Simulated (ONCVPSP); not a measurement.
# Configuration tests for O (Z = 8) (ONCV)

- Element: oxygen (O)
- Generator: ONCVPSP 4.0.1
- Type: optimised norm-conserving Vanderbilt (ONCV)
- Functional: PBEsol
- Relativity: scalar-relativistic
- Frozen core: [He]
- Valence charge: 6
- Reference configuration: 2s2 2p2.5 (charge +1.5)
- Partial waves: 2s: rc 0.60 bohr, ncon 3, nbas 7, qcut 8.7 1/bohr, 2 projectors, debl 2.2 Ha; 2p: rc 1.10 bohr, ncon 4, nbas 8, qcut 11.8 1/bohr, 1 projector
- Local potential: polynomial inside 0.40 bohr (lpopt 5, dvloc0 0 Ha)
- Core correction: none

Energies are relative to the spin-unpolarised reference configuration 2s2 2p2.5; without spin polarisation the order of configurations can differ from experiment.

**Question.** Give the all-electron excitation energy and the error of the potential for: 2s2 2p4; 2s2 2p3; 2s2 2p2; 2s2 2p1.

**Answer.**

```tsv
valence configuration	charge	ΔE all-electron (eV)	error AE − PS (meV)
2s2 2p4	0	-30.754	+14
2s2 2p3	+1	-14.394	+3.8
2s2 2p2	+2	19.083	+5.7
2s2 2p1	+3	72.790	+108
```

Levels in the configuration 2s2 2p4:

```tsv
level	all-electron (eV)	pseudo (eV)
2s	-23.809	-23.794
2p	-8.974	-8.979
```
